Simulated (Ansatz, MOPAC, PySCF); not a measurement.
Molecule: SiAsH$_{4}$ (charge 0, doublet). SMILES: [SiH3][AsH]
Geometry: optimised at B3LYP-D3(BJ)/def2-TZVP (Ansatz, a first-principles code).

Wanted: vertical ionisation energy to the singlet, in eV. Conventions: each state is the SCF solution reached for its charge and spin; 6-31G* and kin with 6d, 5d where marked; frozen cores in correlated levels (noble-gas shells and the d and f shells of earlier blocks); no spin-orbit coupling; dispersion terms only where a functional's name holds one; LANL2DZ with its own core potentials from Na on; UHF or UKS for open shells; non-relativistic; PM7 with its own dispersion and hydrogen-bond terms. First-principles rows: single points at B3LYP-D3(BJ) geometries (Ansatz). Semi-empirical rows: differences of heats of formation at the shared geometry for vertical values.

```tsv
level	program	vertical ionisation energy to the singlet (eV)
AM1	MOPAC	8.92
PM6	MOPAC	8.30
PM7	MOPAC	9.68
MNDO	MOPAC	10.24
HF/6-31G*	Ansatz	8.65
HF/6-31G* with LANL2DZ past Ar	Ansatz	8.77
PBE/6-31G*	Ansatz	8.92
PBE/6-31G* with LANL2DZ past Ar	Ansatz	9.05
B3LYP/STO-3G	Ansatz	6.91
B3LYP/6-31G*	Ansatz	9.02
B3LYP/6-31G* with LANL2DZ past Ar	Ansatz	9.12
M06-2X/6-31G* with LANL2DZ past Ar (5d)	PySCF	9.03
MP2/6-31G*	Ansatz	8.84
MP2/6-31G* with LANL2DZ past Ar	Ansatz	8.74
PBE/def2-TZVPD	Ansatz	8.96
wB97M-V/def2-TZVPD	Ansatz	9.00
```

No value to compare with is used here. The 14 habitual levels span 6.91 (B3LYP/STO-3G) to 10.24 eV (MNDO); PBE/def2-TZVPD gives 8.96.

The levels are drawn from those run, B3LYP/6-31G* more often than the rest, none by its result; runs whose electronic state is in doubt are left out.
